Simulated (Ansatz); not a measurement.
Isolated molecules relaxed with PBE0-D4/def2-TZVP in Ansatz; ΔE leaves out vibrations. CBS: MP2 limit from def2 TZ/QZ plus the TZ coupled-cluster correction, frozen cores. DFT in def2-TZVPP. B3LYP here is the variant with VWN-RPA as its local correlation; programs differ in this. def2 core potentials past Kr. For Sb outer-core shells are correlated without core-valence functions, which leaves a few kJ/mol of doubt a bond. Each species was taken in one conformer, which may not be the lowest.

Reaction (cleavage of the Si–Sb bond): `[CH3][Sb]([CH3])[SiH3]` + `OB(O[SiH3])O[SiH3]` → `[SiH3]OB(O[SiH3])O[SiH3]` + `[CH3][SbH][CH3]`

`[CH3][Sb]([CH3])[SiH3]`:

```xyz
13

C     0.319   -1.874    0.182
Sb    0.207   -0.014    1.286
C     1.594    1.050    0.008
Si   -1.849    0.806   -0.021
H     0.246   -1.691   -0.890
H     1.271   -2.355    0.407
H    -0.491   -2.533    0.495
H     1.366    0.871   -1.042
H     1.537    2.118    0.218
H     2.605    0.703    0.226
H    -1.637    0.634   -1.487
H    -3.062    0.037    0.370
H    -2.104    2.248    0.250
```

`OB(O[SiH3])O[SiH3]`:

```xyz
13

O    -1.097   -2.369   -0.817
B    -0.563   -1.187   -0.403
O    -0.751   -0.107   -1.204
Si   -0.200    1.403   -1.515
O     0.123   -1.141    0.782
Si    0.744   -0.019    1.810
H    -0.932   -3.073   -0.186
H    -1.128    2.404   -0.933
H     1.156    1.590   -0.932
H    -0.131    1.576   -2.985
H     2.190    0.169    1.538
H     0.556   -0.525    3.191
H     0.035    1.278    1.654
```

`[SiH3]OB(O[SiH3])O[SiH3]`:

Z-matrix (Å, degrees):
```
Si
O 1 1.655
H 1 1.484 2 110.4
H 1 1.484 2 110.4 3 -121.6
H 1 1.481 2 106.3 3 119.2
B 2 1.363 1 129.1 3 60.8
O 6 1.363 2 120.0 1 -0.0
O 6 1.363 2 120.0 1 180.0
Si 7 1.655 6 129.1 2 -180.0
Si 8 1.655 6 129.1 2 0.2
H 9 1.481 7 106.3 6 179.4
H 9 1.484 7 110.4 6 60.2
H 9 1.484 7 110.4 6 -61.4
H 10 1.481 8 106.3 6 180.0
H 10 1.484 8 110.4 6 60.8
H 10 1.484 8 110.4 6 -60.8
```

`[CH3][SbH][CH3]`:

Z-matrix (Å, degrees):
```
C
Sb 1 2.159
H 1 1.090 2 109.6
H 1 1.091 2 108.8 3 118.8
H 1 1.089 2 110.6 3 -120.9
C 2 2.159 1 95.0 3 166.8
H 2 1.715 1 93.8 3 72.6
H 6 1.089 2 110.6 1 -45.9
H 6 1.091 2 108.8 1 74.5
H 6 1.090 2 109.6 1 -166.8
```

| level | ΔE (kJ/mol) | difference from CCSD(T)/CBS |
| --- | --- | --- |
| PBE-D4 | -47.4 | 20.3 |
| r2SCAN-D4 | -65.3 | 2.4 |
| PBE0-D4 | -53.9 | 13.8 |
| B3LYP-D4 | -69.6 | -1.9 |
| ωB97X-V | -71.4 | -3.7 |
| ωB97M-V | -71.0 | -3.3 |
| B2PLYP | -75.6 | -7.9 |
| PBE | -50.2 | 17.5 |
| r2SCAN | -65.5 | 2.2 |
| PBE0 | -56.3 | 11.4 |
| B3LYP | -74.4 | -6.7 |
| HF/def2-TZVPP | -99.3 | -31.6 |
| MP2/def2-TZVPP | -71.5 | -3.8 |
| SCS-MP2/def2-TZVPP | -80.0 | -12.3 |
| CCSD/def2-TZVPP | -78.3 | -10.6 |
| CCSD(T)/def2-TZVPP | -74.2 | -6.5 |
| HF/def2-QZVPP | -101.1 | -33.4 |
| MP2/def2-QZVPP | -68.4 | -0.7 |
| SCS-MP2/def2-QZVPP | -77.0 | -9.3 |
| HF/CBS(def2) | -101.3 | -33.6 |
| MP2/CBS(def2) | -65.0 | 2.7 |
| CCSD/CBS(def2) | -71.7 | -4.0 |
| CCSD(T)/CBS | -67.7 | 0 |

Largest T1 diagnostic among the species: 0.012.

In def2-TZVPP, CCSD(T) changes the Hartree–Fock value by +25.1 kJ/mol (the triples alone add +4.0 kJ/mol) and MP2 by +27.8 kJ/mol. From PBE to PBE0 (25 % exact exchange), in def2-TZVPP and without D4, ΔE moves by −6.1 kJ/mol.
